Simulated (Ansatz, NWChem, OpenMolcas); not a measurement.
How basis sets differ on MoO3 (molybdenum trioxide)

MoO3 has 4 atoms, charge 0, and is taken as a singlet. As SMILES, `[O]=[Mo](=[O])=[O]`. The shape is that of a PBE0-D4/def2-TZVP optimisation.

Quantity: the HOMO–LUMO gap, in eV. The values are calculated.

```csv
level,kind,program,value (eV),CPU time
HF/ANO-RCC-MB (DKH2),Hartree–Fock,OpenMolcas,10.61,11 s
HF/STO-3G,Hartree–Fock,OpenMolcas,10.57,3.3 s
HF/3-21G,Hartree–Fock,Ansatz,10.50,2.7 s
HF/def2-SV(P) (core potential),Hartree–Fock,Ansatz,10.91,0.91 s
HF/def2-SVP (core potential),Hartree–Fock,NWChem,10.98,12 s
HF/def2-SVPD (core potential),Hartree–Fock,NWChem,11.09,25 s
HF/def2-TZVP (core potential),Hartree–Fock,NWChem,10.99,47 s
```

All-electron rows without a relativistic Hamiltonian named are non-relativistic, while core potentials hold scalar relativity, so basis and relativity change together. The values span 10.50 to 11.09 eV. A Hartree–Fock LUMO above zero doesn't converge with the basis: it sinks as sets grow more diffuse. Orbital gaps aren't excitation energies. CPU times are rough (shared hosts, several kinds of processor and program).
